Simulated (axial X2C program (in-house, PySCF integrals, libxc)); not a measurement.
CaI⁻: from the spin-free to the two-component result

All values were computed with an in-house relativistic program for diatomic molecules. Spin-free means the one-electron spin-free X2C Hamiltonian; two-component (2c) means X2C with spin–orbit coupling and atomic mean-field two-electron Coulomb and Gaunt terms, so the difference of the two also holds small scalar two-electron terms. Basis: I dyall-acv3z [12s13p9d5f1g], Ca dyall-acv3z [12s13p7d5f] (cores contracted in-house); Gaussian nuclei, density fitting, unrestricted open shells. Masses: I 126.904 u, Ca 39.963 u.

Spin-free state: M_S = 0, Λ = 0 (closed shell); fragments I- + Ca.

| level | Re (Å) | ωe (cm⁻¹) | De (eV) | μ (D) |
| --- | --- | --- | --- | --- |
| PBE0 | 2.996 | 169.8 | 1.283 | -7.28 |
| HF | 3.106 | 156.4 | 1.046 | -7.86 |
| MP2 | 3.078 | 162.3 | 1.202 | n/a |
| CCSD | 3.085 | 161.5 | 1.231 | n/a |
| CCSD(T) | 3.081 | 162.5 | 1.251 | n/a |
| LDA | 2.909 | 184.5 | 1.493 | -6.96 |

Correlated methods: 10 electrons correlated (number of frozen shells: I 4 s, 3 p, 2 d; Ca 3 s, 2 p), 362 virtual spin orbitals or spinors in MP2, 90 natural virtuals in coupled cluster.

Dipoles are positive if Ca is the positive end and refer to the centre of mass.

Two-component determinant lowest at the distance of the search:

Ω = 0 (closed shell); fragments I- + Ca.

```json
{"level": "PBE0", "Re (Å)": "2.998", "ωe (cm⁻¹)": "169.0", "De (eV)": "1.279", "μ (D)": "-7.28"}
{"level": "HF", "Re (Å)": "3.109", "ωe (cm⁻¹)": "155.7", "De (eV)": "1.041", "μ (D)": "-7.86"}
{"level": "MP2", "Re (Å)": "3.081", "ωe (cm⁻¹)": "161.6", "De (eV)": "1.198", "μ (D)": "n/a"}
{"level": "CCSD", "Re (Å)": "3.088", "ωe (cm⁻¹)": "160.8", "De (eV)": "1.227", "μ (D)": "n/a"}
{"level": "CCSD(T)", "Re (Å)": "3.084", "ωe (cm⁻¹)": "161.8", "De (eV)": "1.247", "μ (D)": "n/a"}
{"level": "LDA", "Re (Å)": "2.911", "ωe (cm⁻¹)": "183.6", "De (eV)": "1.490", "μ (D)": "-6.96"}
```

Problem. From the two tables, how do the constants change at the CCSD(T) level (2c against spin-free)?

Solution. At the CCSD(T) level Re goes up by 0.003 Å and ωe goes down by 0.7 cm⁻¹; De changes by -0.004 eV.

Occupations by symmetry block were frozen at the best pattern of an incomplete PBE0 search. Dissociation energies refer to the lowest single-determinant-based atoms at the same level and basis. CCSD and (T) use frozen natural virtuals with an MP2 correction for the truncation; (T) itself is uncorrected, so its De runs slightly low. The outer-core s and p shells of the metal are frozen in the correlated rows, which leaves out core–valence correlation; for alkali and alkaline-earth bonds that tends to lengthen them. The highest occupied level of some functionals is positive through self-interaction error; at Hartree–Fock it is bound. With the outer-core shells frozen, correlated bond lengths of heavy atoms tend to come out a few hundredths of an ångström too long. Hartree–Fock gets electron affinities wrong, so its lowest charge split need not be the true one.
